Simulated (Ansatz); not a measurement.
C₃H₈Cd, SMILES C[CH2][Cd][CH3].

Geometry optimised at B3LYP-D3(BJ)/def2-SVP. The structure was generated by enumeration; whether it is a known compound was not checked. The def2 effective core potentials stand for the cores of Cd; spin–orbit coupling is left out. Other conformers were not sampled.

Two levels are set side by side: PBE/def2-SVPD (Ansatz, a quantum-chemistry and plane-wave program) and PBE0/def2-SVPD (Ansatz). Energy differences of separate SCF runs at the same geometry; the states with an electron removed or added have multiplicity 2 and 2. Differences are taken from unrounded values.

```
quantity                           PBE0
---------------------------------  ----
vertical ionisation energy (eV)    8.37
vertical singlet–triplet gap (eV)  4.70
```

Q: What does PBE give, and how far is it from PBE0? (Estimate from the structure and the level; the computed values follow.)

A: 
| quantity | PBE | PBE minus PBE0 |
|---|---|---|
| vertical ionisation energy (eV) | 8.26 | -0.11 |
| vertical singlet–triplet gap (eV) | 4.51 | -0.18 |
